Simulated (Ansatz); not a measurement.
`O=[CH][AlH][F]` + H₂S → `[F][AlH][SH]` + `C=O` at 400 K and 1 bar (ligand exchange at the Al–C bond).

Computed with Ansatz on PBE0-D4/def2-TZVP structures; ΔE is electronic, products minus reactants. CBS: MP2 limit from def2 TZ/QZ plus the TZ coupled-cluster correction, frozen cores. This one scheme is used for every species. One conformer a species, not always the lowest.

```json
{"species": "`O=[CH][AlH][F]`", "CCSD(T)/CBS energy (Eh)": "-456.27101", "H − E (kJ/mol)": "95.4", "S (J/(mol·K))": "339.8"}
{"species": "H₂S", "CCSD(T)/CBS energy (Eh)": "-398.97279", "H − E (kJ/mol)": "53.4", "S (J/(mol·K))": "215.9"}
{"species": "`[F][AlH][SH]`", "CCSD(T)/CBS energy (Eh)": "-740.90186", "H − E (kJ/mol)": "71.8", "S (J/(mol·K))": "313.9"}
{"species": "`C=O`", "CCSD(T)/CBS energy (Eh)": "-114.39408", "H − E (kJ/mol)": "83.9", "S (J/(mol·K))": "229.4"}
```

H − E and S are ideal-gas, rigid-rotor, harmonic terms from PBE0-D4/def2-TZVP, for one conformer and one mirror image of each species. 1 Eh = 2625.50 kJ/mol, R = 8.31446 J/(mol·K).

Question: By hand: ΔE, ΔH, ΔS and ΔG.

Answer: ΔE = (-740.90186) + (-114.39408) − (-456.27101) − (-398.97279) = -0.05214 Eh = -136.9 kJ/mol. Δ(H − E) = 71.8 + 83.9 − 95.4 − 53.4 = 6.9, so ΔH = -130.0 kJ/mol. ΔS = 313.9 + 229.4 − 339.8 − 215.9 = -12.4 J/(mol·K). ΔG = -130.0 − 400 × (-12.4)/1000 = -125.0 kJ/mol.

Question: By hand: the equilibrium constant, and the temperature at which ΔG would vanish if ΔH and ΔS stayed fixed.

Answer: log₁₀ K = −ΔG/(RT ln 10) = 16.3. ΔG = 0 at ΔH/ΔS = 10484 K, far beyond where these terms or the molecules hold.

The number of gas molecules stays the same, so ΔS is small and ΔH decides. A doubt of 5 kJ/mol in ΔE shifts log₁₀ K by 0.7 here. Other conformers and mirror images would add mixing entropy, several J/(mol·K) or more a flexible species. Modes under 60 cm⁻¹, often nearly free rotors, make the harmonic entropy too high. These are equilibria of isolated gas molecules and say nothing of rates. Largest T1 diagnostic: 0.015 (customary marks: 0.02 for closed shells, 0.045 for open ones).
